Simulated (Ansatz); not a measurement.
```xyz
6

O    -0.8215   -0.9917    0.5292
Ti    0.2174    0.2970   -0.0225
Cl    0.7502    1.5723    1.6629
Cl    2.0093   -0.5626   -0.9157
Cl   -0.8272    1.4541   -1.5449
H    -1.3282   -1.7691    0.2909
```

Charge 0, multiplicity 1.

(1) List the PBE/def2-TZVPP orbital energies in eV (the Gaussian-basis code of Ansatz). (Estimate.)

## Answers

(1) Ansatz gave: Occupied: -4837.79, -2739.22, -2739.22, -2739.16, -532.24, -511.59, -444.78, -444.77, -444.76, -249.81, -249.81, -249.74, -190.43, -190.42, -190.38, -190.37, -190.37, -190.36, -190.36, -190.31, -190.30, -62.57, -39.79, -39.58, -39.57, -25.31, -20.35, -20.16, -20.12, -13.47, -9.70, -9.66, -9.62, -9.32, -9.29, -8.86, -8.76, -8.66, -8.03, -8.01, -7.89. Lowest empty: -4.08, -3.96, -3.29, -3.11, -2.81, -0.76, 0.60, 1.69.
